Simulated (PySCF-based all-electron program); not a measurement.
**Distorting AlSbH2F2, singlet**

All-electron Kohn–Sham DFT on the free molecule, computed near the basis limit with an in-house program on PySCF integrals; the spin-free Dirac equation, no spin–orbit coupling, spin-restricted. Forces are good to about 0.030 eV/Å. Atoms are numbered as listed.

Shape A:

| atom | x (Å) | y (Å) | z (Å) |
| --- | --- | --- | --- |
| Al | 0.0000 | 0.0000 | 0.0000 |
| Sb | 0.0000 | 0.0000 | 2.6430 |
| F | -0.0422 | 1.4218 | -0.8615 |
| F | -0.0422 | -1.4218 | -0.8615 |
| H | 1.2082 | 1.2295 | 2.5557 |
| H | 1.2082 | -1.2295 | 2.5557 |

PBE forces:

```tsv
atom	Fx	Fy	Fz (eV/Å)
Al1	0.006	0.000	-0.046
Sb2	0.017	0.000	-0.038
F3	-0.003	-0.076	0.038
F4	-0.003	0.076	0.038
H5	-0.009	-0.012	0.004
H6	-0.009	0.012	0.004
```

Shape B:

```tsv
atom	x (Å)	y (Å)	z (Å)
Al	0.0000	0.0000	0.0000
Sb	0.0000	0.0000	2.3787
F	-0.0422	1.4218	-0.8615
F	-0.0422	-1.4218	-0.8615
H	1.2082	1.2295	2.2914
H	1.2082	-1.2295	2.2914
```

Against shape A, Al1–Sb2 goes from 2.643 to 2.379 Å.

Task: What forces does PBE give in shape B?

Result: 

```json
{"atom": "Al1", "Fx": "0.066", "Fy": "0.000", "Fz (eV/Å)": "-2.829"}
{"atom": "Sb2", "Fx": "0.058", "Fy": "0.000", "Fz (eV/Å)": "2.869"}
{"atom": "F3", "Fx": "-0.024", "Fy": "-0.035", "Fz (eV/Å)": "-0.022"}
{"atom": "F4", "Fx": "-0.024", "Fy": "0.035", "Fz (eV/Å)": "-0.022"}
{"atom": "H5", "Fx": "-0.038", "Fy": "-0.019", "Fz (eV/Å)": "0.003"}
{"atom": "H6", "Fx": "-0.038", "Fy": "0.019", "Fz (eV/Å)": "0.003"}
```
